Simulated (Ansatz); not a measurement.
The cluster Pb4S4⁻, relaxed as a doublet with UKS PBE-D4/def2-SVP in Ansatz, starting from the GFN1-xTB geometry. Force threshold 0.03 eV/Å.

In the def2 sets Pb takes a core potential; there is no spin–orbit coupling. The highest occupied level of the charge -1 doublet lies above zero (up to 0.04 eV). The electron is either unbound and held by the finite basis, or the level is raised by self-interaction error. Another isomer (doublet) lies 1.15 eV lower at PBE0-D4/def2-SVP; other spin states weren't run for this one.

Start:

```xyz
8

Pb    1.6986   -1.3468    0.7346
Pb   -0.7462   -0.0107    3.0013
Pb    0.3384    1.4600   -0.6801
Pb   -2.6038   -1.0335   -1.4894
S    -0.9449   -0.6864    0.4711
S     2.2416   -0.1338   -1.4498
S     1.4673    0.9285    2.0689
S    -1.4511    0.8227   -2.6567
```

Task: Estimate the energy that the relaxation releases and the steps that it takes.

Result: 34.1 kJ/mol, in 7 steps; 38 s on 4 threads of Arm Neoverse V1 on a shared host. No frequencies were taken in this run, so the end may be a saddle point.

Task: Does the start keep its bonding?

Result: By distances, no bond broke or formed. The bond that changes most is Pb1–S5, from 2.74 to 2.96 Å (atoms count from 1).

Task: Predict the relaxed structure.

Result: 
```xyz
8

Pb    1.838   -1.337    0.818
Pb   -0.669   -0.001    3.150
Pb    0.279    1.421   -0.699
Pb   -2.666   -0.946   -1.641
S    -1.059   -0.825    0.535
S     2.256   -0.153   -1.459
S     1.560    0.978    2.180
S    -1.538    0.862   -2.884
```
Bond lengths (bridged metal pairs left out): 10 × Pb–S 2.47 to 2.96 Å.
